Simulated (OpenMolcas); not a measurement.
Consider [Cu2(μ-OH)2(Cl)4]2-, a planar model complex in vacuum (2 bridging OH, bridge angle 84°, metal-metal distance 2.58 Å, Cu–OH 1.93 Å; typed geometry, not optimised).

```xyz
10

Cu    -1.2908     0.0000     0.0000
Cu     1.2908     0.0000     0.0000
O      0.0000     1.4335     0.0000
H      0.0000     2.3935     0.0000
O      0.0000    -1.4335     0.0000
H      0.0000    -2.3935     0.0000
Cl    -2.9383     1.6476     0.0000
Cl    -2.9383    -1.6476     0.0000
Cl     2.9383     1.6476     0.0000
Cl     2.9383    -1.6476     0.0000
```

Q: Give the energies of the total-spin states at CASSCF(2,2) on the singly occupied d orbitals (ANO-RCC-VDZP on Cu, O, Cl and ANO-RCC-VDZ on H, scalar-relativistic DKH2, RICD, no spin-orbit coupling, OpenMolcas), and the exchange constant.

A: Local spins 1/2 and 1/2.

```csv
total S,E (cm⁻¹),"natural occupations, lowest and highest"
1,0.0,"1.000, 1.000"
0,20.0,"0.989, 1.011"
```

J = 10.0 cm⁻¹ (ferromagnetic).

J is defined by H = −2J S1·S2, so negative values are antiferromagnetic. Wave-function values come from the highest and lowest total spin; broken-symmetry values use Yamaguchi's formula with the computed ⟨S²⟩. The active space holds the singly occupied metal orbitals alone, without bridging-ligand orbitals. No row is a measured value.
